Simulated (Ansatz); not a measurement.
`[OH][SbH][Br]` and `[OH][SbH][OH]` differ in one atom or group.

Ansatz, PBE0-D4/def2-TZVP geometries, multiplicity 1. Each molecule was computed in one conformer, which needn't be the lowest.

Elements past krypton have def2 core potentials. Scalar relativity is left out up to krypton.

```tsv
property	`[OH][SbH][Br]`
size of the dipole moment (B3LYP/def2-TZVPP) / D	2.78
HOMO energy (ωB97M-V/def2-TZVPP) / eV	-9.62
LUMO energy (PBE0/def2-TZVPP) / eV	-1.54
HOMO energy (PBE/def2-TZVPP) / eV	-6.38
HOMO energy (PBE0/def2-TZVPP) / eV	-7.53
size of the dipole moment (ωB97M-V/def2-TZVPP) / D	2.80
```

Q: What does the change do to each property? (Best estimate.)

A: Computed: 
| property | `[OH][SbH][OH]` | shift |
| --- | --- | --- |
| size of the dipole moment (B3LYP/def2-TZVPP) / D | 3.25 | 0.47 |
| HOMO energy (ωB97M-V/def2-TZVPP) / eV | -9.50 | 0.12 |
| LUMO energy (PBE0/def2-TZVPP) / eV | -0.85 | 0.69 |
| HOMO energy (PBE/def2-TZVPP) / eV | -6.16 | 0.22 |
| HOMO energy (PBE0/def2-TZVPP) / eV | -7.35 | 0.18 |
| size of the dipole moment (ωB97M-V/def2-TZVPP) / D | 3.23 | 0.43 |

With PBE0 the HOMO rises by 0.18 eV and the LUMO rises by 0.69 eV, so the gap widens by about 0.51 eV. PBE moves the HOMO by 0.22 eV and ωB97M-V by 0.12 eV. The zero-point energy changes by 33.2 kJ/mol with +3 modes. Dipoles are sizes alone; their direction can turn.

B3LYP here is the variant with VWN-RPA as its local correlation; programs differ in this.

Spin–orbit coupling is left out; it splits and shifts lone-pair levels of the heavy atoms by tenths of an eV.
